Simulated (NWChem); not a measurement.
System: CH6ClNSi; SMILES [Si@@H](N)(Cl)C

Input file for NWChem:

```
start job
memory heap 200 mb stack 900 mb global 1100 mb
geometry units angstroms
  C     -1.368707    -1.418268     0.239744
  Si     0.052425    -0.375840    -0.391623
  N      1.550497    -1.065590     0.106389
  Cl    -0.268504     1.592306     0.305966
  H     -1.306157    -2.432155    -0.171332
  H     -1.351727    -1.490757     1.333331
  H     -2.331451    -0.984156    -0.048929
  H      0.099814    -0.252208    -1.866105
  H      2.414021    -0.705284    -0.284283
  H      1.683515    -1.324278     1.078005
end
basis spherical
  * library 3-21g
end
dft
  xc b3lyp
  iterations 150
end
driver
  maxiter 120
end
task dft optimize
task dft freq
```

The level has its own optimisation; frequencies are unscaled.

### Question
Give the results of this calculation. (B3LYP/3-21G.) Quantities: r C–Si (Å); r C–H (Å); r N–Si (Å); r Cl–Si (Å); highest harmonic frequency (cm⁻¹); lowest (cm⁻¹); zero-point energy (kcal/mol); dipole (D).

### Answer
r C–Si (Å): 1.896
r C–H (Å): 1.095
r N–Si (Å): 1.732
r Cl–Si (Å): 2.231
highest harmonic frequency (cm⁻¹): 3611
lowest (cm⁻¹): 130
zero-point energy (kcal/mol): 46.7
dipole (D): 4.07
